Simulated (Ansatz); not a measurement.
Gas-phase reaction in SMILES: O[Si](Br)(Br)Br -> O[Si](Br)Br + Br atom (the Br-Si bond at the site shown breaks; other sites are not compared here)
Each molecule is optimised on its own at B3LYP-D3(BJ)/def2-TZVP (Ansatz, a program for electronic structure), one conformer each, not searched for the lowest. Frequencies are from Ansatz.

Property: bond dissociation energy (enthalpy at 298 K, with B3LYP-D3(BJ) rigid-rotor harmonic-oscillator terms), in kcal/mol. Valence correlation only, unless marked. Open shells are spin-unrestricted. No spin-orbit coupling. The frozen core is the preceding noble-gas configuration, with the filled d and f shells of earlier blocks. No relativistic terms. CBS(X,Y): correlation extrapolated as X^-3; Hartree-Fock from the larger set. [CCSD(T)-MP2]/basis is that difference in the basis named.

```
level                                                              program  bond dissociation energy (kcal/mol)
----------------------------------------------------------  --------------  -----------------------------------
revPBE-D4/def2-TZVPD                                        Ansatz + dftd4                                 90.0
B3LYP-D4/def2-TZVPD                                         Ansatz + dftd4                                 89.9
PBE0/def2-QZVPP                                                     Ansatz                                    …
r2SCAN0/def2-TZVPD                                                  Ansatz                                    …
LC-wPBE-D4/def2-TZVPD                                       Ansatz + dftd4                                 93.8
B2PLYP-D3(BJ)/def2-TZVPD                                    Ansatz + dftd3                                    …
RPA@PBE/def2-TZVPP                                                  Ansatz                                    …
RPA@PBE/def2-QZVPP                                                  Ansatz                                 85.0
CCSD/STO-3G                                                         Ansatz                                 83.5
RI-MP2/CBS(def2-TZVPP,def2-QZVPP)+[CCSD(T)-MP2]/def2-TZVPP          Ansatz                                 96.4
```

Task: Fill in the missing entries.

Result: 
- PBE0/def2-QZVPP, bond dissociation energy (kcal/mol): 91.4
- r2SCAN0/def2-TZVPD, bond dissociation energy (kcal/mol): 91.6
- B2PLYP-D3(BJ)/def2-TZVPD, bond dissociation energy (kcal/mol): 92.3
- RPA@PBE/def2-TZVPP, bond dissociation energy (kcal/mol): 82.7
